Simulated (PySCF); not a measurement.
## How methods differ on the excitation energy of C

C [He] 2s2 2p2 (3P) → C [He] 2s2 2p1 3s1 (3P), as a difference of total energies. Calculation: PySCF 2.14, in aug-cc-pVQZ with one added diffuse shell each of s, p, d, f, g type (7s6p5d4f3g, 105 functions); no relativity, point nucleus. Correlated levels: valence: 1s2 frozen. The calculations carry no spin-orbit coupling.

Question: Order these methods by the excitation energy they give, lowest first.
A. PBE0
B. PW91
C. r2SCANh
D. UHF

Answer: D (7.253 eV), A (7.682 eV), B (7.717 eV), C (7.928 eV).

Errors of the correlated levels include the incompleteness of this basis and the frozen core.

For comparison: 7.482 eV (measured; NIST levels, between the centres of gravity of the two terms).
